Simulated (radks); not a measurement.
The numbers below are computed, except where a source is named.
Isoelectronic series with 9 electrons, all held in the configuration [He] 2s2 2p5, which need not be the ground one along the series. Level of theory: scalar-relativistic Kohn-Sham, r2SCAN, spin-polarised, spherical densities, finite nucleus; open shells are filled with parallel spins first; meta-GGA in the generalised Kohn-Sham scheme; Fermi nuclear charge, rms radius of each element as measured or else 0.836 A^(1/3) + 0.57 fm (a radial shooting solver on a logarithmic mesh with Libxc functionals). Total energies (hartree) and mean radii <r> (bohr):

ion	E (hartree)	2p down	2p up	2s down
F	-99.79737	1.126	1.076	1.011
Al4+	-236.38345	0.5689	0.5622	0.6042
P6+	-327.43680	0.4608	0.4568	0.5020
Cl8+	-433.71302	0.3877	0.3850	0.4291
K10+	-555.27167	0.3348	0.3328	0.3746
Sc12+	-692.18412	0.2946	0.2931	0.3323
V14+	-844.53262	0.2630	0.2619	0.2984
Mn16+	-1012.40969	0.2375	0.2366	0.2707
